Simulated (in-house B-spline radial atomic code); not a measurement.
## The thallium ion Tl⁸⁺: [Kr] 4d10 4f14 5s2 5p5 5d5 5f1 (an excited or competing configuration)

Level of theory: Dirac-Hartree-Fock, average of configuration, Fermi nucleus of rms radius 5.4759 fm; calculated with a radial B-spline atomic code at the basis-set limit.

Z_r = [3n² - l(l+1)]/(2<r>); Z_e = n√(-2ε); the last column is Slater's effective charge. Values are occupation-weighted means over j. An effective charge above Z reflects the relativistic contraction of the inner shells.

```
shell  electrons   ε (eV)  <r> (bohr)    Z_r    Z_e  Slater
   1s          2   -86240     0.01632  91.91  79.61   80.70
   2s          2   -15617     0.06803  88.19  67.76   76.85
   2p          6   -13587      0.0618  80.91  63.20   76.85
   3s          2  -3900.8      0.1767  76.41  50.80   69.75
   3p          6  -3298.7      0.1779  70.24  46.71   69.75
   3d         10  -2609.8      0.1625  64.61  41.55   59.85
   4s          2  -1013.1      0.3913  61.34  34.52   53.25
   4p          6     -810      0.4153  55.38  30.86   53.25
   4d         10   -552.2      0.4384  47.90  25.48   41.85
   5s          2  -277.76      0.8643  43.39  22.59   23.70
   4f         14  -272.57      0.4615  39.01  17.90   30.45
   5p          5   -217.2      0.9603  38.01  19.98   23.70
   5d          5  -141.21       1.156  29.84  16.11   12.60
   5f          1  -75.987       1.727  18.24  11.82    9.00
```

The least bound orbital is 5f7/2 at -75.9 eV, and it is also the most diffuse (<r> = 1.731 bohr).

Spin-orbit splittings of the orbital energies (j = l + 1/2 above j = l - 1/2 when positive): 2p 2069 eV, 3p 466.1 eV, 3d 98.63 eV, 4p 114.8 eV, 4d 21.68 eV, 4f 4.783 eV, 5p 22.9 eV, 5d 3.192 eV, 5f 0.2049 eV.

For the 1s electron the small component carries 9.52 % of the norm, the zero-frequency Breit interaction raises the level by 329.4 eV, self-energy by 212.8 eV, and vacuum polarisation lowers it by 44.72 eV.

The density falls to 0.001 bohr⁻³ at 2.95 bohr; Σ<r²> = 25.695 bohr² gives, by the non-relativistic formula and without the paramagnetism of open shells, a Langevin diamagnetic susceptibility of -20.35×10⁻⁶ cm³/mol.
